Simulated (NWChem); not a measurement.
System: HO₂, doublet; SMILES [O]O

The following NWChem deck was run.

```
start job
memory heap 200 mb stack 900 mb global 1100 mb
geometry units angstroms noautosym nocenter noautoz
  O      0.099605     0.596864     0.000000
  O     -0.001059    -0.699437     0.000000
  H     -0.814793     0.942684     0.000000
end
basis spherical
  * library 6-31g*
end
dft
  odft
  mult 2
  xc pbe0
  iterations 150
end
cosmo
  dielec 11.7
end
task dft energy
```

NWChem printed, in part:

```
             Northwest Computational Chemistry Package (NWChem) 7.3.0
             --------------------------------------------------------

                             Geometry "geometry" -> ""
                             -------------------------

 Output coordinates in angstroms (scale by  1.889725989 to convert to a.u.)

  No.       Tag          Charge          X              Y              Z
 ---- ---------------- ---------- -------------- -------------- --------------
    1 O                    8.0000     0.09960500     0.59686400     0.00000000
    2 O                    8.0000    -0.00105900    -0.69943700     0.00000000
    3 H                    1.0000    -0.81479300     0.94268400     0.00000000

 Effective nuclear repulsion energy (a.u.)      32.6880689849

                                 NWChem DFT Module
                                 -----------------

 Summary of "ao basis" -> "ao basis" (spherical)
 ------------------------------------------------------------------------------
       Tag                 Description            Shells   Functions and Types
 ---------------- ------------------------------  ------  ---------------------
 O                           6-31g*                  6       14   3s2p1d
 H                           6-31g*                  2        2   2s

 in cosmo_initialize ...

 solvent parameters
 solvname_short: unkn
 solvname_long:  unknown
 dielec:       11.7000

          ---------------
          -cosmo- solvent
          ---------------
 Cosmo: York-Karplus, doi: 10.1021/jp992097l
 dielectric constant -eps-     =  11.70
 screen = (eps-1)/(eps    )    =   0.91453
 surface charge correction     = lagrangian

   van der Waals surface
 --------------------------

 ---------- ATOMIC COORDINATES (A.U.) ------------ VDWR(ANG.) --
     1    0.18822616    1.12790941    0.00000000     1.720
     2   -0.00200122   -1.32174428    0.00000000     1.720
     3   -1.53973551    1.78141445    0.00000000     1.300
 number of segments per atom =         32
 number of   points per atom =         32
 atom (   nspa,  nppa )
 ----------------------
    1 (     22,     0 )       0
    2 (     24,     0 )       0
    3 (     16,     0 )       0
 number of -cosmo- surface points =       62
 molecular surface =     56.685 angstrom**2
 molecular volume  =     35.632 angstrom**3
 G(cav/disp)       =      1.143 kcal/mol
 -lineq- algorithm             =   0
 -bem- low  level              =   2
 -bem- from -octahedral-
 gaussian surface charge width =   4.50000
 degree of switching           =   1.00000
 switching function tolerance  =   0.00010
 atomic radii =
 --------------
    1  8.000  1.720
    2  8.000  1.720
    3  1.000  1.300
 ...... end of -cosmo- initialization ......

            General Information
            -------------------
          SCF calculation type: DFT
          Wavefunction type:  spin polarized.
          No. of atoms     :     3
          No. of electrons :    17
           Alpha electrons :     9
            Beta electrons :     8
          Charge           :     0
          Spin multiplicity:     2
          Use of symmetry is: off; symmetry adaption is: off
          Maximum number of iterations: 150
          AO basis - number of functions:    30
                     number of shells:    14
          Convergence on energy requested:  1.00D-06
          Convergence on density requested:  1.00D-05
          Convergence on gradient requested:  5.00D-04

              XC Information
              --------------
                         PBE0 Method XC Functional
                     Hartree-Fock (Exact) Exchange  0.250
          PerdewBurkeErnzerhof Exchange Functional  0.750
            Perdew 1991 LDA Correlation Functional  1.000 local
           PerdewBurkeErnz. Correlation Functional  1.000 non-local

[...]

                                   COSMO solvation results
                                   -----------------------

                 gas phase energy =      -150.739806870611
                 sol phase energy =      -150.748836067661
 (electrostatic) solvation energy =         0.009029197049 (    5.67 kcal/mol)

                    DFT Final Alpha Molecular Orbital Analysis
                    ------------------------------------------

 Vector    7  Occ=1.000000D+00  E=-4.970870D-01
              MO Center=  1.6D-01,  7.1D-02,  1.9D-10, r^2= 1.1D+00
   Bfn.  Coefficient  Atom+Function         Bfn.  Coefficient  Atom+Function
  ----- ------------  ---------------      ----- ------------  ---------------
     4      0.367446  1 O  py                18     -0.360259  2 O  py
     3      0.325836  1 O  px                 8      0.216277  1 O  py
    20      0.217123  2 O  s                  7      0.206770  1 O  px
     6      0.190810  1 O  s                 17      0.189902  2 O  px
    22     -0.183489  2 O  py                21      0.119720  2 O  px

 Vector    8  Occ=1.000000D+00  E=-3.067109D-01
              MO Center=  3.9D-02, -9.4D-02, -1.7D-10, r^2= 1.0D+00
   Bfn.  Coefficient  Atom+Function         Bfn.  Coefficient  Atom+Function
  ----- ------------  ---------------      ----- ------------  ---------------
    19     -0.545158  2 O  pz                 5      0.505339  1 O  pz
    23     -0.389127  2 O  pz                 9      0.375081  1 O  pz

 Vector    9  Occ=1.000000D+00  E=-3.016372D-01
              MO Center=  4.7D-03, -3.9D-01,  1.0D-10, r^2= 9.6D-01
   Bfn.  Coefficient  Atom+Function         Bfn.  Coefficient  Atom+Function
  ----- ------------  ---------------      ----- ------------  ---------------
    17      0.622871  2 O  px                21      0.455088  2 O  px
     3     -0.282107  1 O  px                 7     -0.198102  1 O  px
     6     -0.153861  1 O  s                 29      0.150287  3 H  s
    30      0.087121  3 H  s                  2     -0.077980  1 O  s
     4     -0.064564  1 O  py                 8     -0.048913  1 O  py

 Vector   10  Occ=0.000000D+00  E= 9.402355D-02
              MO Center= -8.5D-01,  8.4D-01,  3.7D-12, r^2= 1.8D+00
   Bfn.  Coefficient  Atom+Function         Bfn.  Coefficient  Atom+Function
  ----- ------------  ---------------      ----- ------------  ---------------
    30      1.316386  3 H  s                  6     -0.974664  1 O  s
     7      0.486905  1 O  px                 3      0.301040  1 O  px
    22      0.290630  2 O  py                18      0.232382  2 O  py
     2     -0.210117  1 O  s                 29      0.180405  3 H  s
    20      0.170459  2 O  s                  1      0.091585  1 O  s

 Vector   11  Occ=0.000000D+00  E= 1.639334D-01
              MO Center= -9.5D-02,  6.0D-02, -3.0D-11, r^2= 1.4D+00
   Bfn.  Coefficient  Atom+Function         Bfn.  Coefficient  Atom+Function
  ----- ------------  ---------------      ----- ------------  ---------------
     8      0.862958  1 O  py                22      0.778758  2 O  py
    20      0.729836  2 O  s                 30     -0.601102  3 H  s
     4      0.521224  1 O  py                18      0.491100  2 O  py
     6     -0.403714  1 O  s                 16      0.217441  2 O  s
     7     -0.153194  1 O  px                 2     -0.122657  1 O  s

 Vector   12  Occ=0.000000D+00  E= 7.679223D-01
              MO Center= -2.2D-01,  9.0D-01,  3.0D-11, r^2= 1.5D+00
   Bfn.  Coefficient  Atom+Function         Bfn.  Coefficient  Atom+Function
  ----- ------------  ---------------      ----- ------------  ---------------
     8      1.111407  1 O  py                 6     -0.856088  1 O  s
    20      0.848832  2 O  s                 29     -0.807013  3 H  s
    22      0.781161  2 O  py                30      0.656601  3 H  s
     3     -0.536685  1 O  px                 4     -0.368921  1 O  py
     7      0.331228  1 O  px                18     -0.238505  2 O  py

                     DFT Final Beta Molecular Orbital Analysis
                     -----------------------------------------

 Vector    6  Occ=1.000000D+00  E=-4.806643D-01
              MO Center=  1.6D-01,  2.6D-02,  2.5D-11, r^2= 1.1D+00
   Bfn.  Coefficient  Atom+Function         Bfn.  Coefficient  Atom+Function
  ----- ------------  ---------------      ----- ------------  ---------------
     4      0.380791  1 O  py                18     -0.367823  2 O  py
     3      0.304084  1 O  px                20      0.250564  2 O  s
     8      0.226140  1 O  py                 7      0.199730  1 O  px
    22     -0.191206  2 O  py                 6      0.177898  1 O  s
    17      0.169008  2 O  px                16      0.116799  2 O  s

 Vector    7  Occ=1.000000D+00  E=-4.264003D-01
              MO Center=  5.9D-02,  2.2D-01,  4.4D-11, r^2= 8.7D-01
   Bfn.  Coefficient  Atom+Function         Bfn.  Coefficient  Atom+Function
  ----- ------------  ---------------      ----- ------------  ---------------
     5      0.533554  1 O  pz                 9      0.376617  1 O  pz
    19      0.314362  2 O  pz                23      0.212656  2 O  pz
    25      0.032109  2 O  d -1              11     -0.027391  1 O  d -1

 Vector    8  Occ=1.000000D+00  E=-2.826530D-01
              MO Center=  3.7D-03, -4.0D-01,  1.6D-11, r^2= 9.6D-01
   Bfn.  Coefficient  Atom+Function         Bfn.  Coefficient  Atom+Function
  ----- ------------  ---------------      ----- ------------  ---------------
    17      0.618872  2 O  px                21      0.465878  2 O  px
     3     -0.271256  1 O  px                 7     -0.192553  1 O  px
     6     -0.156189  1 O  s                 29      0.151392  3 H  s
    30      0.092010  3 H  s                  2     -0.076411  1 O  s
     4     -0.066828  1 O  py                 8     -0.052204  1 O  py

[...]
```

Level: PBE0/6-31G* (spherical d), spin-unrestricted, COSMO on the gas-phase geometry. In the optimisation the excess spin sits in a" (Cs, its own frame). Geometry: optimised at PBE0/def2-SVP, spin-unrestricted. No stability test was run on the SCF state. COSMO prints the solvation energy as gas minus solution, so a positive value is a stabilisation.
